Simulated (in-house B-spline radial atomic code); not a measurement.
Results of a calculation; reference values are marked as such.
# Tc in an electron gas of r_s = 3.3: phase shifts, screening and friction

A nucleus sits in a uniform electron gas with a rigid positive background. The Kohn-Sham equations are solved self-consistently in the spin-unpolarised LDA (PW92), non-relativistic, on B-splines with outgoing waves at the boundary and partial waves to l = 8. The model has no lattice, no bands and no magnetic solution. Atomic units; δ_l are the phase shifts at the Fermi level, counted so that each bound state adds π, and good to about 0.0005. A narrow, partly filled d or f resonance in a thin gas would split by spin, so such rows rest on a solution that is probably unstable.

The density parameter is r_s = 3.3 bohr.

```csv
l,δ_l (rad)
0,12.4895
1,9.3378
2,5.4492
3,-0.0276
4,-0.0019
5,-0.0004
6,-0.0003
7,-0.0004
8,-0.0003
```

Bound levels below the band bottom (hartree): s -17.63, p -14.54, d -8.832, s -2.06, p -1.16 and deeper ones.

Task: Check the Friedel sum rule, and say where the screening charge sits.

Result: k_F = (9π/4)^(1/3)/r_s = 0.58156. The rule is Z = (2/π) Σ (2l + 1) δ_l. The terms are s 7.951, p 17.834, d 17.345, f -0.123 and -0.023 beyond, in all 42.984 against Z = 43. Bound states hold 8 s, 18 p, 10 d electrons, so the scattering states carry 6.98 in all; where a term is smaller than its bound count, the bound level has drawn weight out of the band.

Task: Find the transport cross section and the electronic stopping of a 5 keV Tc ion (mass 97.91 u).

Result: σ_tr = (4π/k_F²) Σ (l + 1) sin²(δ_l − δ_(l+1)). The terms for l = 0 to 3 are 0.0001, 0.9233, 1.5629, 0.0026, all together 2.4890, so σ_tr = 37.155 × 2.4890 = 92.478 bohr². With n = 3/(4π r_s³) = 0.006643, the friction coefficient is Q = n k_F σ_tr = 0.3573. For v well below v_F = 0.582, dE/dx = Q v; with 24801 eV per u at v = 1, v = √(5000/(24801 × 97.91)) = 0.0454, so dE/dx = 0.01621 hartree/bohr = 8.34 eV/nm. The largest term couples the d and f waves.
